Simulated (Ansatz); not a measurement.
Pulling on the N4–H6 bond in CH6GaN (SMILES C[NH][GaH2]) (multiplicity 1 held, fragments rigid). Energies count from the point at 1.009 Å.
Geometry at that point (charge 0, multiplicity 1):
| atom | x (Å) | y (Å) | z (Å) |
|---|---|---|---|
| Ga | -0.3855 | 0.5922 | 0.3855 |
| H | -0.3562 | 1.0406 | 1.8809 |
| H | -1.2133 | 1.2178 | -0.7828 |
| N | 0.6695 | -0.8300 | -0.0561 |
| C | 0.8330 | -1.4498 | -1.3590 |
| H | 1.2244 | -1.2702 | 0.6625 |
| H | 0.5315 | -2.5034 | -1.3571 |
| H | 1.8687 | -1.4006 | -1.7140 |
| H | 0.2115 | -0.9335 | -2.0923 |

Signs of static correlation in cc-pVTZ, from Ansatz (a quantum-chemistry and plane-wave program) runs.

```tsv
R (Å)	T1 of restricted CCSD	⟨S²⟩ of UHF	largest double amplitude of restricted CCSD
0.807	0.013	0.000	0.031
0.908	0.013	0.000	0.032
1.009	0.013	0.000	0.032
1.110	0.014	0.000	0.033
1.211	0.014	0.000	0.033
1.362	0.016	0.000	0.034
1.513	0.017	0.121	0.046
1.766	0.021	0.641	0.156
2.018	0.027	0.855	0.264
2.321	[?]	0.959	0.390
2.724	0.049	1.010	[?]
3.229	0.062	1.010	0.691
```

Problem. Complete the blanks.

Solution. 
- 2.321, T1 of restricted CCSD: 0.036
- 2.724, largest double amplitude of restricted CCSD: 0.544

Doubts at one or more of the structures used: a restricted determinant that unrestricted orbitals would lower (R-CCSD(T)/cc-pVTZ); other coupled-cluster roots lie near (R-CCSD(T)/cc-pVTZ); T1 above 0.05 (R-CCSD(T)/cc-pVTZ, U-CCSD(T)/cc-pVTZ); a spin-contaminated determinant (U-CCSD(T)/cc-pVTZ).
